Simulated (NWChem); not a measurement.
Species: Si₂H₄OClF; SMILES F[SiH2]O[SiH2]Cl

```xyz
9

Si    -0.6410    -1.7743    -0.2192
F     -0.0757    -2.4663     1.1182
O      0.2598    -0.4418    -0.5638
Si     0.9401     0.9918    -0.1464
Cl    -0.3635     2.1057     1.0246
H     -2.0468    -1.3826     0.0182
H     -0.4834    -2.7203    -1.3431
H      1.2004     1.7620    -1.3789
H      2.1635     0.7698     0.6523
```
Atoms are numbered in this order, from 1.

All runs: NWChem. The geometry was optimised at B3LYP/6-31G* (spherical d). GIAO values for the isolated, static molecule; σ is the absolute isotropic shielding, δ = σ(reference) − σ with the isolated reference molecule computed at the same levels (19F: trichlorofluoromethane, 1H: tetramethylsilane, 17O: water, 29Si: tetramethylsilane).

Question: Among these, which level gives the highest value of “δ O3 (ppm)”?
(A) LDA (Slater exchange, VWN5)/pcSseg-1
(B) KT2/pcSseg-1
(C) BHandHLYP/pcSseg-1

Answer: A, LDA (Slater exchange, VWN5)/pcSseg-1. Values: BHandHLYP/pcSseg-1 75.9; KT2/pcSseg-1 95.7; LDA (Slater exchange, VWN5)/pcSseg-1 116.0
